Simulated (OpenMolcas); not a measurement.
Cu5+: the spin-orbit constant, worked from levels

| Item | Value |
| --- | --- |
| Program | OpenMolcas |
| Basis | ANO-R1 [5s3p2d1f] |
| Scalar Hamiltonian | X2C, finite nucleus |
| Active space | 6 electrons in 5 orbitals (3d) |
| State averaging | 2S+1 = 5 even, 5 roots; 2S+1 = 3 even, 45 roots (30 in the spin-orbit step); 2S+1 = 1 even, 50 roots (22 in the spin-orbit step) |
| Spin-orbit coupling | RASSI with atomic mean-field integrals over the reference wave functions, term energies averaged over their components |

Methods: CASSCF; SS-CASPT2, IPEA 0.25 Eh, imaginary shift 0.1 Eh (closed shells correlated: 3s 3p). Measured levels: Sugar and Musgrove, J. Phys. Chem. Ref. Data 19, 527 (1990).

**The spin-orbit constant.** For the Hund term ⁵D of d6, E(J) = (A/2) J(J+1) + constant and ζ = -2S·A = -4A. From J = 0 to J = 4 the energy changes by 10 A.

| Source | E(4) - E(0) | A | ζ |
| --- | --- | --- | --- |
| CASSCF | -2813.4 | -281.3 | 1125 |
| SS-CASPT2 | -2795.4 | -279.5 | 1118 |
| measured | -2733.4 | -273.3 | 1093 |

All in cm-1. SS-CASPT2 is off by +2.3 % and CASSCF by +2.9 %. Both methods take the spin-orbit matrix elements from the reference wave functions, so the second can move ζ only through the term energies and any multistate remixing. Second-order mixing with other terms is absorbed into this ζ.

Some high roots are left out of the spin-orbit mixing, which shifts the levels that they would mix with. The basis is small and was not contracted for so high a charge. Without dynamic correlation excited terms often stand tens of per cent too high (terms of higher spin than the ground term too low), and those without a measured partner can miss by more than the paired ones (holds for CASSCF). Measured partners are found by configuration, term and J. A level has none where our copy of the source lacks it or the pairing is in doubt (some pairs that miss far off the trend of their configuration count as doubtful), and it then counts in no deviation. Levels of configurations outside the active space are missing.
